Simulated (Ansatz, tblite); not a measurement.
Isomers of Be5⁺ (doublet), found by a short tight-binding search and relaxed with PBE/def2-TZVP in Ansatz.

The xTB rows come from tblite. LC-ωPBE has ω = 0.4 bohr⁻¹.

Run but left out: HF/def2-TZVP, HF/def2-TZVPP, MP2/def2-TZVPP, CCSD/def2-TZVPP, CCSD(T)/def2-TZVPP (A: ⟨S²⟩ 1.60, where a pure state has 0.75).

A: At r2SCAN/def2-TZVP, PBE0/def2-TZVP, LC-ωPBE/def2-TZVP the charge 1 doublet is spin-contaminated (final ⟨S²⟩ up to 1.04, 0.75 for a pure state). B: At LC-ωPBE/def2-TZVP the charge 1 doublet is spin-contaminated (final ⟨S²⟩ up to 0.83, 0.75 for a pure state).

Other spin states were run for one of them alone.

A:

```csv
atom,x (Å),y (Å),z (Å)
Be1,-0.382,0.303,1.405
Be2,0.476,1.074,-0.371
Be3,1.194,-0.697,0.541
Be4,-1.433,0.157,-0.355
Be5,0.145,-0.838,-1.220
```

B:

Cartesian coordinates in Å:
```
Be -0.1955 0.7367 0.9185
Be -0.3688 1.2858 -1.1114
Be 0.3671 -1.2880 1.1095
Be -0.8975 -0.6448 -0.4498
Be 1.0947 -0.0897 -0.4668
```

Estimate their order by electronic energy at PBE0/def2-TZVP, counted from the lowest.

B (0.00) < A (0.15), in eV.

Do the other levels pick the same lowest one?

Not GFN1-xTB, GFN2-xTB, LC-ωPBE/def2-TZVP. Energies above each level's lowest (eV):

```
            level     A     B
         GFN1-xTB  0.00  0.19
         GFN2-xTB  0.00  0.52
    PBE/def2-TZVP  0.33  0.00
 r2SCAN/def2-TZVP  0.28  0.00
   PBE0/def2-TZVP  0.15  0.00
LC-ωPBE/def2-TZVP  0.00  0.25
```
Point groups (tolerance 0.1 Å): A C4v, B D3h. Lower isomers may exist.
